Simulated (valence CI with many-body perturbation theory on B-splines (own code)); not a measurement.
**Ag³³⁺: electric-dipole lines**

Method: configuration interaction combined with many-body perturbation theory (CI+MBPT): four valence electrons over a frozen Dirac-Fock core [Ne], a basis of 11 s, 11 p, 10 d, 8 f, 5 g, 2 h functions for each j, with the one-electron correlation potential Σ1, the two-electron term Σ2, the three-electron term Σ3, Breit, model QED; selected CI, second order for the rest, scaled by the run's own slope (own B-spline code, finite nucleus).

The last digits are not significant, and no measured levels were compared; by estimate large intervals hold to a few tenths of a per cent, small ones and those within an open d or f shell to about a per cent. Among the levels kept, up to 700 cm⁻¹ of a level comes from second order outside the variational space, and about a tenth of that is noise between levels of different J, which matters for small intervals.

Lines 201 to 250 of 546 in falling wavelength, among levels below 34.771 Ry, chosen from the strongest by gf and those to the six lowest levels. Wavelengths and rates use the calculated energies. Electric multipoles are in the length gauge, E1 and E2 with the static RPA response of the core. Weak lines are less certain than strong ones. Lines between different terms over intervals too small for the method are left out, as are lines whose strength nearly cancels. Where a level lies close to another of its J and parity, the split of strength between their lines is uncertain. The highest levels of a list are the least certain.

Levels are named by their leading jj configuration (3d3/2^4 stands for four electrons in 3d with j = 3/2), which in mixed levels can hold well under half, so a name can repeat and another be missing. Letters in brackets count levels of one name in rising energy.

```csv
λ vac (nm),Upper,Lower,A (s⁻¹),S (a.u.)
8.766,(3s 3p1/2 3p3/2 3d5/2) J=2 [b],(3s 3p1/2 3p3/2^2) J=3,6.85e+10,1.14e-01
8.762,(3p1/2 3p3/2^2 3d5/2) J=3 [c],(3s 3p1/2 3p3/2 3d5/2) J=4 [d],6.98e+10,1.62e-01
8.756,(3p1/2^2 3p3/2 3d5/2) J=2,(3p1/2^2 3p3/2^2) J=2,3.46e+10,5.73e-02
8.750,(3s 3p3/2^2 3d3/2) J=2 [b],(3s^2 3p3/2 3d3/2) J=2,1.58e+10,2.61e-02
8.747,(3p1/2 3p3/2^2 3d5/2) J=2 [c],(3s 3p1/2 3p3/2 3d3/2) J=1 [d],1.94e+10,3.21e-02
8.743,(3s 3p3/2 3d3/2 3d5/2) J=2 [b],(3s 3p1/2 3p3/2 3d5/2) J=2 [d],2.07e+10,3.42e-02
8.742,(3s 3p1/2 3p3/2 3d3/2) J=2 [b],(3s 3p1/2^2 3p3/2) J=1,3.96e+10,6.53e-02
8.735,(3s 3p3/2 3d3/2 3d5/2) J=3 [b],(3s 3p1/2 3p3/2 3d3/2) J=2 [e],2.27e+10,5.23e-02
8.729,(3s 3p1/2 3d3/2 3d5/2) J=2 [c],(3s 3p1/2 3p3/2 3d3/2) J=1 [b],1.92e+10,3.14e-02
8.716,(3p1/2^2 3p3/2 3d3/2) J=3,(3s 3p1/2^2 3d3/2) J=2,3.58e+10,8.18e-02
8.709,(3p1/2 3p3/2^2 3d5/2) J=4 [a],(3s 3p1/2 3p3/2 3d5/2) J=4 [b],1.66e+10,4.86e-02
8.708,(3s 3p3/2^2 3d3/2) J=2 [b],(3s^2 3p3/2 3d3/2) J=1,2.83e+10,4.61e-02
8.707,(3p1/2 3p3/2^2 3d3/2) J=1 [a],(3s 3p1/2 3p3/2 3d3/2) J=2 [a],5.79e+10,5.66e-02
8.694,(3s 3p3/2 3d3/2 3d5/2) J=1 [b],(3s 3p1/2 3p3/2 3d5/2) J=2 [e],4.33e+10,4.22e-02
8.688,(3s 3p1/2 3d5/2^2) J=4 [a],(3s 3p1/2 3p3/2 3d5/2) J=5,1.91e+10,5.55e-02
8.688,(3s 3p1/2 3p3/2 3d5/2) J=3 [e],(3s^2 3p1/2 3d5/2) J=3,9.13e+10,2.07e-01
8.680,(3p1/2 3p3/2^2 3d5/2) J=2 [a],(3s 3p1/2 3p3/2 3d5/2) J=3 [b],2.80e+10,4.52e-02
8.680,(3s 3p1/2 3p3/2 3d5/2) J=1 [b],(3s 3p1/2 3p3/2^2) J=0,4.35e+10,4.21e-02
8.678,(3s 3p3/2^2 3d5/2) J=3 [b],(3s^2 3p3/2 3d3/2) J=2,2.93e+10,6.61e-02
8.677,(3s 3p1/2 3p3/2 3d3/2) J=3 [b],(3s^2 3p1/2 3d3/2) J=2,9.78e+10,2.21e-01
8.675,(3s 3p3/2^2 3d3/2) J=2 [a],(3s 3p1/2 3p3/2^2) J=1 [b],2.74e+10,4.42e-02
8.674,(3s 3p3/2^2 3d5/2) J=2 [c],(3s^2 3p3/2 3d5/2) J=1 [b],2.47e+11,3.98e-01
8.669,(3p1/2 3p3/2^2 3d5/2) J=3 [d],(3s 3p1/2 3p3/2 3d5/2) J=3 [d],2.72e+10,6.12e-02
8.669,(3s 3p1/2 3d3/2 3d5/2) J=5 [a],(3s 3p1/2 3p3/2 3d5/2) J=4 [a],2.14e+10,7.55e-02
8.663,(3s 3p1/2 3d3/2 3d5/2) J=0,(3s 3p1/2 3p3/2 3d3/2) J=1 [d],9.12e+10,2.93e-02
8.660,(3s 3p3/2 3d5/2^2) J=2,(3s 3p1/2 3p3/2 3d5/2) J=2 [d],2.50e+10,4.01e-02
8.659,(3s 3p3/2^2 3d5/2) J=3 [c],(3s^2 3p3/2 3d5/2) J=2 [b],1.49e+11,3.33e-01
8.654,(3p1/2 3p3/2^2 3d3/2) J=4,(3s 3p1/2 3p3/2 3d3/2) J=3 [a],2.00e+10,5.74e-02
8.634,(3s 3p3/2 3d3/2 3d5/2) J=4 [a],(3s 3p1/2 3p3/2 3d5/2) J=4 [d],1.43e+10,4.10e-02
8.630,(3s 3p1/2 3p3/2 3d5/2) J=2 [c],(3s 3p1/2 3p3/2^2) J=2 [b],2.24e+10,3.56e-02
8.630,(3s 3p1/2 3d3/2 3d5/2) J=3 [c],(3s 3p1/2 3p3/2 3d3/2) J=2 [c],8.96e+10,1.99e-01
8.616,(3p1/2 3p3/2^2 3d5/2) J=3 [b],(3s 3p1/2 3p3/2 3d5/2) J=4 [b],1.63e+10,3.60e-02
8.609,(3s 3p3/2 3d3/2 3d5/2) J=3 [c],(3s 3p1/2 3p3/2 3d3/2) J=2 [e],1.45e+10,3.19e-02
8.602,(3s 3p1/2 3d3/2 3d5/2) J=4 [c],(3s 3p1/2 3p3/2 3d5/2) J=4 [c],1.73e+10,4.88e-02
8.601,(3s 3p3/2 3d3/2 3d5/2) J=2 [c],(3s 3p3/2^2 3d3/2) J=1 [a],1.55e+10,2.43e-02
8.601,(3s 3p3/2^2 3d3/2) J=1 [b],(3s 3p1/2 3p3/2^2) J=1 [b],6.76e+10,6.37e-02
8.596,(3p1/2 3p3/2^2 3d3/2) J=2 [c],(3s 3p1/2 3p3/2 3d3/2) J=3 [b],8.67e+10,1.36e-01
8.591,(3s 3p3/2^2 3d5/2) J=4 [b],(3s^2 3p3/2 3d5/2) J=4,1.15e+11,3.24e-01
8.587,(3s 3p3/2 3d5/2^2) J=4 [a],(3s 3p3/2^2 3d5/2) J=4 [a],3.60e+10,1.01e-01
8.582,(3s 3p3/2 3d3/2 3d5/2) J=2 [b],(3s 3p1/2 3p3/2 3d5/2) J=3 [e],1.91e+10,2.98e-02
8.570,(3s 3p1/2 3p3/2 3d3/2) J=1 [c],(3s^2 3p1/2 3d3/2) J=2,1.23e+11,1.14e-01
8.569,(3s 3p3/2^2 3d3/2) J=2 [a],(3s^2 3p1/2 3d5/2) J=2,4.17e+10,6.47e-02
8.558,(3s 3p1/2 3p3/2 3d3/2) J=2 [e],(3s 3p1/2 3p3/2^2) J=1 [a],2.17e+10,3.36e-02
8.556,(3s 3p3/2^2 3d3/2) J=1 [d],(3s^2 3p3/2 3d3/2) J=0,1.39e+11,1.29e-01
8.548,(3p1/2 3p3/2^2 3d5/2) J=3 [a],(3s 3p1/2 3p3/2 3d3/2) J=3 [a],3.43e+10,7.40e-02
8.540,(3s 3p1/2 3d5/2^2) J=1 [a],(3s 3p1/2 3p3/2 3d5/2) J=2 [b],2.59e+10,2.39e-02
8.536,(3s 3p1/2 3d5/2^2) J=4 [b],(3s 3p1/2 3p3/2 3d5/2) J=4 [d],4.49e+10,1.24e-01
8.531,(3s 3p3/2 3d3/2 3d5/2) J=2 [c],(3s 3p1/2 3p3/2 3d5/2) J=2 [e],2.40e+10,3.68e-02
8.530,(3s 3p3/2 3d3/2^2) J=1,(3s 3p1/2 3p3/2 3d3/2) J=1 [d],4.85e+10,4.46e-02
8.528,(3s 3p1/2 3p3/2 3d5/2) J=2 [d],(3s^2 3p1/2 3d5/2) J=3,6.83e+10,1.05e-01
```
